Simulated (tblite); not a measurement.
Isomers of C2H11PSSi2. Method: GFN2-xTB as coded in tblite; computed harmonic values from a numerical Hessian at the method's own geometry, unscaled. This tight-binding method is rough: wavenumbers can miss measured ones by several per cent, in bad cases by 10 to 20. Modes of hydrogen on phosphorus and silicon can be 10 to 20 % off. One conformer each.

Electronic energies: GFN2-xTB at the same geometries; isomer energies are rough at this level and their order can be wrong.

```tsv
SMILES	electronic energy, lowest = 0 (kcal/mol)
C[Si@H](P)CS[SiH3]	24.5
C[SiH2]P[SiH2]SC	17.4
CC[Si@@H](P)S[SiH3]	0.0
CCS[SiH2]P[SiH3]	10.3
```

Q: How do GFN2-xTB zero-point energies change the relative energies?

A: 
```json
{"SMILES": "CC[Si@@H](P)S[SiH3]", "ZPE (kcal/mol)": "73.9", "of it from modes above 1550 cm⁻¹": "41.4", "electronic (kcal/mol)": "0.0", "with ZPE, lowest = 0 (kcal/mol)": "0.0", "lowest mode (cm⁻¹)": "31", "rings": "0"}
{"SMILES": "CCS[SiH2]P[SiH3]", "ZPE (kcal/mol)": "73.5", "of it from modes above 1550 cm⁻¹": "41.1", "electronic (kcal/mol)": "10.3", "with ZPE, lowest = 0 (kcal/mol)": "9.8", "lowest mode (cm⁻¹)": "19", "rings": "0"}
{"SMILES": "C[SiH2]P[SiH2]SC", "ZPE (kcal/mol)": "73.8", "of it from modes above 1550 cm⁻¹": "42.2", "electronic (kcal/mol)": "17.4", "with ZPE, lowest = 0 (kcal/mol)": "17.3", "lowest mode (cm⁻¹)": "19", "rings": "0"}
{"SMILES": "C[Si@H](P)CS[SiH3]", "ZPE (kcal/mol)": "72.4", "of it from modes above 1550 cm⁻¹": "41.3", "electronic (kcal/mol)": "24.5", "with ZPE, lowest = 0 (kcal/mol)": "22.9", "lowest mode (cm⁻¹)": "17", "rings": "0"}
```

The zero-point energies span 1.5 kcal/mol, from `C[Si@H](P)CS[SiH3]` to `CC[Si@@H](P)S[SiH3]`. The order is unchanged.
